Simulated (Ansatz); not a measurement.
`B[CH](O)[GeH3]`, charge 0, multiplicity 1.

(1) Give a relaxed structure at PBE0-D4/def2-TZVP (the Gaussian-basis code of Ansatz). (An estimate is asked.)

## Answers

(1) Computed: 
Z-matrix (Å, degrees):
```
Ge
C 1 2.133
B 1 2.434 2 37.5
H 1 1.535 2 109.3 3 -97.0
H 1 1.538 2 98.9 3 147.6
H 1 1.535 2 118.5 3 30.4
O 2 1.382 1 111.3 3 -120.3
H 2 1.094 1 98.6 3 119.3
H 3 1.195 1 111.0 2 115.0
H 3 1.200 1 93.4 2 -119.5
H 7 0.961 2 109.9 1 -74.8
```
This is one stationary point; other conformers may exist.
